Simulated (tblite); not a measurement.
Run record: tight-binding relaxation, `O=C[C]1=C(CF)[CH2][GeH2]1`.

Computed with GFN2-xTB geometry optimisation, gas phase (tblite 0.8.0). Start geometry: from a force field or distance geometry. The command runs a driver script over a list of jobs; the input below is this job's line of settings and its coordinates in Å.

Command:
```bash
OMP_NUM_THREADS=1 python probes_run.py task.json out
```

Input:
```
{"job": {"kind": "relax", "xc": "GFN2-xTB", "basis": "xTB"}, "charge": 0, "multiplicity": 1}
O     -0.153200     2.757300     0.658700
C      0.700100     2.048900     0.129700
C      0.539300     0.590100    -0.098300
C     -0.461300    -0.196300     0.133800
C     -1.821800     0.059200     0.779800
F     -2.855500    -0.238000    -0.062200
C      0.058600    -1.481100    -0.357500
Ge     1.689000    -0.679700    -0.860000
H      1.633000     2.465300    -0.155900
H     -1.911800    -0.643500     1.650600
H     -1.900300     1.066900     1.174400
H      0.163400    -2.177200     0.543600
H     -0.568500    -1.975300    -1.129500
H      2.958100    -1.028000    -0.043000
H      1.926500    -0.560600    -2.386100
```

Task: What does the run print?

Result: 
```
step      E/eV     max force
  0    -677.10962    5.836
  1    -677.48770    3.134
  2    -677.63601    1.654
  3    -677.66327    1.269
  4    -677.69150    0.594
  5    -677.73008    0.333
  6    -677.74433    0.399
  7    -677.75851    0.314
  8    -677.76794    0.184
  9    -677.77416    0.175
... (82 lines left out)
 92    -677.89734    0.013
 93    -677.89738    0.011
 94    -677.89740    0.011
 95    -677.89741    0.012
 96    -677.89742    0.010
 97    -677.89743    0.014
 98    -677.89745    0.015
 99    -677.89746    0.014
100    -677.89748    0.011
101    -677.89750    0.009
```

«max force» is the largest atomic force in eV/Å.

Task: From which step on does the largest force stay under 0.1 eV/Å, and how much energy is left to gain from there?

Result: From step 67 (0.074 eV/Å), 8.7 meV above the end.

Main results: energy lowered by 18.2 kcal/mol over 101 steps; largest atomic force 0.009 eV/Å at the end.

The run took 1.1 s on one thread, Arm Neoverse N1 (aarch64), shared host.
Labels such as C1 count atoms from 1, the log's own numbers from 0.
